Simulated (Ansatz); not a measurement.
`[OH][Al-]([OH])([OH])[AsH3+]`. The species carries charge 0 and has multiplicity 1.

```xyz
11

O    -0.224   -1.772   -1.055
Al    0.526   -0.814    0.145
O     0.085   -1.061    1.778
O     2.062   -0.143   -0.191
As   -0.902    1.398   -0.251
H    -0.834   -2.467   -0.816
H     0.702   -0.881    2.484
H     2.516   -0.343   -1.007
H    -0.618    2.639    0.557
H    -2.395    1.381   -0.039
H    -0.918    2.063   -1.605
```

Question: List the harmonic frequencies (cm⁻¹, unscaled) at PBE0-D4/def2-TZVP in Ansatz. (An estimate is asked.)

Answer: Ansatz gave: 69, 69, 83, 139, 198, 198, 258, 273, 274, 315, 316, 319, 630, 652, 652, 686, 891, 891, 906, 1011, 1011, 2279, 2297, 2297, 3962, 3962, 3962.

Question: Is this a minimum?

Answer: Yes, all 27 modes are real.

Question: Give the ideal-gas thermochemistry at 298.15 K and 1 bar (rigid rotor, harmonic oscillator; point group C3, symmetry number 3).

Answer: Zero-point energy 171.1 kJ/mol; H(298) − E = 200.7 kJ/mol; entropy 408.2 J/(mol·K), of which translation 171.8, rotation 110.2, vibration 126.2; G(298) − E = 79.0 kJ/mol. Modes under 100 cm⁻¹ are hindered rotations or soft bends, so the harmonic entropy is rough.

Question: And at 400, 500, 600, 800 and 1000 K?

Answer: 
```json
{"T (K)": "400", "H − E (kJ/mol)": "216.8", "S (J/mol/K)": "454.6", "G − E (kJ/mol)": "35.0"}
{"T (K)": "500", "H − E (kJ/mol)": "234.1", "S (J/mol/K)": "493.2", "G − E (kJ/mol)": "-12.5"}
{"T (K)": "600", "H − E (kJ/mol)": "252.5", "S (J/mol/K)": "526.8", "G − E (kJ/mol)": "-63.5"}
{"T (K)": "800", "H − E (kJ/mol)": "291.7", "S (J/mol/K)": "583.0", "G − E (kJ/mol)": "-174.7"}
{"T (K)": "1000", "H − E (kJ/mol)": "333.2", "S (J/mol/K)": "629.3", "G − E (kJ/mol)": "-296.1"}
```
